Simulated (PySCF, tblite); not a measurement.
Breaking a bond: OH (cation, charge +1), triplet.

- GFN2-xTB, 300 K electronic temperature (tblite)
- UCCSD(T) = CCSD(T) on UHF/cc-pVDZ, 1 core orbital frozen (PySCF)

Energies relative to the lowest point of each curve near equilibrium, in mEh; the last columns give the difference from UCCSD(T):

| R / Å | GFN2-xTB | UCCSD(T) | GFN2-xTB − UCCSD(T) |
|---|---|---|---|
| 0.78 | 67.9 | 80.2 | -12.3 |
| 0.82 | 42.8 | 51.2 | -8.5 |
| 0.87 | 22.2 | 26.6 | -4.5 |
| 0.94 | 6.6 | 7.6 | -0.9 |
| 0.97 | 3.2 | 3.4 | -0.2 |
| 1.00 | 1.1 | 1.0 | 0.1 |
| 1.04 | 0.0 | 0.0 | 0.0 |
| 1.06 | 0.0 | 0.3 | -0.3 |
| 1.10 | 0.9 | 2.1 | -1.2 |
| 1.14 | 2.7 | 5.2 | -2.5 |
| 1.21 | 7.5 | 12.8 | -5.3 |
| 1.27 | 12.8 | 20.7 | -7.9 |
| 1.41 | 27.6 | 41.1 | -13.5 |
| 1.57 | 46.0 | 64.2 | -18.2 |
| 1.69 | 59.4 | 80.1 | -20.7 |
| 1.85 | 75.6 | 98.9 | -23.3 |
| 2.09 | 95.3 | 122.0 | -26.7 |
| 2.28 | 106.9 | 136.4 | -29.5 |
| 2.56 | 118.6 | 152.3 | -33.7 |
| 2.80 | 124.6 | 161.5 | -36.9 |
| 3.10 | — | 168.2 | — |
| 3.61 | — | 172.4 | — |
| 4.18 | — | 173.3 | — |

GFN2-xTB is furthest from UCCSD(T) at 2.80 (-36.9 mEh, below); its mean absolute difference over the points is 12.3 mEh.

A dash means that the run gave no value there, or that the column was ended at a point which the program doubted or which failed a test of continuity chosen for this set; such a test can also cut sound points.

The unrestricted determinant behind UCCSD(T) is spin-contaminated at 1.57 to 4.18 Å (<S²> up to 3.0, against 2.00 for a pure triplet).
